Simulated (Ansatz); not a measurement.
Question: Name a neutral molecule of Ge, Si and H with HOMO–LUMO gap (PBE/def2-TZVPP) between 5.60 and 5.90 eV and HOMO energy (PBE/def2-TZVPP) between -6.75 and -6.45 eV (Ansatz, PBE0-D4/def2-TZVP geometry).

Answer: `[SiH3][GeH2][GeH2][GeH3]` (5.69 eV, -6.71 eV). Other molecules can fit too; these were computed, each in one conformer that needn't be the lowest.
